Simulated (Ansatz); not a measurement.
`O=[CH][GeH2][SiH3]` + CH₃NH₂ → `C[NH][GeH2][SiH3]` + `C=O`  (ligand exchange at a Ge–C bond)

Isolated molecules relaxed with PBE0-D4/def2-TZVP in Ansatz; ΔE leaves out vibrations. CCSD(T)/CBS is the MP2 limit (def2-TZVPP, def2-QZVPP) plus CCSD(T) − MP2 in def2-TZVPP, frozen cores. This one scheme is used for every species. DFT in def2-TZVPP. For Ge outer-core shells are correlated without core-valence functions, which leaves a few kJ/mol of doubt a bond. Scalar relativity is left out up to krypton. One conformer a species, not always the lowest.

```json
{"level": "ωB97M-V", "ΔE (eV)": "-0.15"}
{"level": "HF/def2-TZVPP", "ΔE (eV)": "-0.23"}
```

(1) What does CCSD(T)/CBS give? (An estimate is asked.)

Largest T1 diagnostic among the species: 0.015.

Answers

(1) The calculation gave: -0.18 eV. The listed levels differ from it by 0.03, -0.05 eV.

From PBE to PBE0 (25 % exact exchange), in def2-TZVPP and without D4, ΔE moves by −0.06 eV. The D4 term adds −0.06 eV with B3LYP and −0.03 eV with PBE0; it sums over pairs of atoms, weighted by their polarisabilities, and B3LYP, whose exchange is more repulsive, gets the larger term.

B3LYP here is the variant with VWN-RPA as its local correlation; programs differ in this.
